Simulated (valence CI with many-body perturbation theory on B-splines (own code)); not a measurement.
Energy levels of Tb XV

Level of theory: valence CI with perturbative core correlation (CI+MBPT): five valence electrons over a frozen Dirac-Fock core [Kr] 4d10, a basis of 7 s, 7 p, 7 d, 7 f, 4 g, 2 h functions for each j, with the one-electron correlation potential Σ1 (screened to all orders), the two-electron term Σ2, the three-electron term Σ3, Breit, model QED; selected single and double excitations, second order for the rest, scaled by the run's own slope (own B-spline code, finite nucleus).

No measured spectrum was set against this ion. As an estimate, terms of the open shell hold to a few per cent of their energy, and close levels can change places; configurations with another count of f electrons can be misplaced by thousands of cm⁻¹. Among the levels kept, up to 1200 cm⁻¹ of a level comes from second order outside the variational space, and about a tenth of that is noise between levels of different J, which matters for small intervals. The lowest computed level is not the ground level that NIST lists (6H°5/2, for many ions itself from theory).

Levels 91 to 135 of 206, with energies above the lowest level, 4f⁴5s ⁶I_7/2. "Leading %" is the weight of the configuration and term that name the level; weights of strongly mixed levels are sums over their largest components and can fall short.

```
No.  Configuration  Term     J  E (cm⁻¹)  Leading %      g  Second component
 91          4f⁴5s    ⁴M  19/2     56672         71  1.091     28 % 4f⁴5s ⁴L
 92          4f⁴5s    ⁴M  21/2     57082         98  1.140                  
 93          4f⁴5s    ²L  15/2     57107         90  0.946                  
 94         4f³5s²   ²K°  13/2     57315         93  0.937                  
 95          4f⁴5s    ⁴I  13/2     57434         87  1.110      7 % 4f⁴5s ⁴H
 96            4f⁵   ⁶F°   9/2     57588         89  1.406                  
 97          4f⁴5s    ⁶D   5/2     57909         73  1.526     15 % 4f⁴5s ⁴F
 98          4f⁴5s    ⁴I  15/2     58263         91  1.185      5 % 4f⁴5s ²K
 99         4f³5s²   ²G°   7/2     58647         45  0.956   42 % 4f³5s² ⁴G°
100          4f⁴5s    ²L  17/2     58708         42  1.016     34 % 4f⁴5s ²M
101          4f⁴5s    ⁴G   9/2     58721         74  1.135     10 % 4f⁴5s ²H
102          4f⁴5s    ⁴F   5/2     58885         70  1.009     10 % 4f⁴5s ⁴G
103          4f⁴5s    ⁶D   7/2     59341         29  1.158     24 % 4f⁴5s ²G
104          4f⁴5s    ⁶D   7/2     59677         49  1.335     20 % 4f⁴5s ⁴F
105          4f⁴5s    ²H  11/2     59964         64  1.121     24 % 4f⁴5s ⁴G
106         4f³5s²   ⁴G°   9/2     60083         76  1.166    7 % 4f³5s² ²H°
107            4f⁵   ⁶F°  11/2     60282         94  1.443       4 % 4f⁵ ⁴G°
108          4f⁴5s    ²D   3/2     60575         48  1.021     13 % 4f⁴5s ⁴D
109          4f⁴5s    ⁶D   9/2     60711         73  1.482     21 % 4f⁴5s ⁴F
110         4f³5s²   ²D°   3/2     61472         43  1.078   33 % 4f³5s² ²P°
111          4f⁴5s    ²L  17/2     62111         75  1.046     11 % 4f⁴5s ⁴M
112         4f³5s²   ²K°  15/2     62472         79  1.054   12 % 4f³5s² ²L°
113          4f⁴5s    ²D   5/2     62592         66  1.149     15 % 4f⁴5s ⁴F
114          4f⁴5s    ²G   7/2     63333         37  1.066     29 % 4f⁴5s ⁴F
115          4f⁴5s    ²P   1/2     63502         90  0.620      9 % 4f⁴5s ⁴D
116          4f⁴5s    ⁴G  11/2     63521         77  1.226     16 % 4f⁴5s ²H
117          4f⁴5s    ²P   3/2     63918         38  0.984     28 % 4f⁴5s ²D
118          4f⁴5s    ⁴F   7/2     64743         62  1.174     10 % 4f⁴5s ²G
119         4f³5s²   ⁴G°  11/2     64991         78  1.246   15 % 4f³5s² ²H°
120          4f⁴5s    ²F   5/2     65080         45  1.080     23 % 4f⁴5s ²D
121          4f⁴5s    ²L  15/2     65143         56  0.967     26 % 4f⁴5s ²K
122         4f³5s²   ²G°   9/2     65273         63  1.128   15 % 4f³5s² ⁴F°
123         4f³5s²   ²P°   1/2     65451         80  0.556   14 % 4f³5s² ⁴D°
124          4f⁴5s    ²G   9/2     65831         52  1.097     14 % 4f⁴5s ²H
125          4f⁴5s    ²I  11/2     66155         66  0.985     21 % 4f⁴5s ²H
126          4f⁴5s    ²I  13/2     67446         51  1.107     32 % 4f⁴5s ⁴H
127         4f³5s²   ²D°   5/2     67710         88  1.187    4 % 4f³5s² ⁴F°
128          4f⁴5s    ²G   9/2     68108         52  1.112     20 % 4f⁴5s ⁴H
129          4f⁴5s    ²M  19/2     68375         93  1.048      4 % 4f⁴5s ²N
130          4f⁴5s    ²M  17/2     68424         56  0.997     41 % 4f⁴5s ²L
131          4f⁴5s    ⁴H   7/2     68638         70  0.770      9 % 4f⁴5s ⁴G
132            4f⁵   ⁴G°   5/2     69536         39  0.831      28 % 4f⁵ ⁴F°
133          4f⁴5s    ⁴H   9/2     69641         51  1.063     19 % 4f⁴5s ²G
134          4f⁴5s    ⁴H  11/2     69773         69  1.100     16 % 4f⁴5s ²I
135          4f⁴5s    ²I  13/2     69953         54  1.104     30 % 4f⁴5s ⁴H
```

Names give the largest LS component (configuration and term), which can be under half, so a name can repeat, a term be missing and a line seem to break the LS rules; names also repeat where a configuration has a term twice.

Where two levels of one J and parity lie close, their mixing, g and order are uncertain.
